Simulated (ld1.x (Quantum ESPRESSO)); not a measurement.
# selenium: TM pseudisation with revPBE, scalar-relativistic reference atom.

```json
{"Element": "Se", "Generator": "ld1.x (Quantum ESPRESSO) 7.5", "Type": "norm-conserving Troullier–Martins (Kleinman–Bylander form)", "Functional": "revPBE", "Relativity": "scalar-relativistic", "Frozen core": "[Ne]", "Valence charge": "24", "Reference configuration": "3s2 3p6 3d10 4s2 4p2 (charge +2)", "Partial waves": "3s (bound): rc 0.70 bohr; 3p (bound): rc 0.70 bohr; 3d (bound): rc 0.82 bohr", "Local potential": "the d channel", "Core correction": "a·sin(br)/r model core, default radius (core density twice the valence density)"}
```

Occupied shells without a wave of their own: 4p, 4s. They enter only through the test configuration that unscreens the potential, and ld1.x also counts them in the model core charge.

- Cutoffs needed: over 300 Ry and over 300 Ry (the cutoffs (Ry, on a coarse ladder) from which the occupation-weighted sum of valence levels, in a spherical-Bessel basis at the reference potential, stays within 10 and 1 mRy of its value at 400 Ry)
- Ghost test: no extra level below or beside the all-electron valence levels (s, p, d, f tested) (spherical-Bessel basis up to 400 Ry, 20 bohr box)
- Largest excitation error: -2581 meV (all-electron minus pseudo) for 3s2 3p6 3d10 4s1 4p4, out of 7 test configurations

The potential misses its own reference levels by up to 2.0 eV, so it is not fit for use. ld1.x takes every shell without a wave as core, so the model core holds the 4p, 4s electrons as well and exchange and correlation see them twice. This cancels in the reference configuration, but the file is broken for other ones, and its errors say nothing about a proper core correction.
